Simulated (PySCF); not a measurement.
A calculated (PBE, PySCF 2.14, aug-cc-pVDZ-X2C, the spin-free X2C one-electron Hamiltonian (Gaussian nucleus)) atom or ion has these occupied shells.

```json
{"shell": "1s", "electrons": "2", "orbital energy (eV)": "-3963.2", "rms radius, mean of both spins (bohr)": "0.0888"}
{"shell": "2s", "electrons": "2", "orbital energy (eV)": "-430.17", "rms radius, mean of both spins (bohr)": "0.395"}
{"shell": "2p", "electrons": "6", "orbital energy (eV)": "-350.59", "rms radius, mean of both spins (bohr)": "0.364"}
{"shell": "3s", "electrons": "2", "orbital energy (eV)": "-62.525", "rms radius, mean of both spins (bohr)": "1.24"}
{"shell": "3p", "electrons": "6", "orbital energy (eV)": "-43.312", "rms radius, mean of both spins (bohr)": "1.37"}
```

(1) Name the element and its charge.

Results:

(1) Ca(2+) (calcium, charge +2), in [Ar], closed-shell 1S.
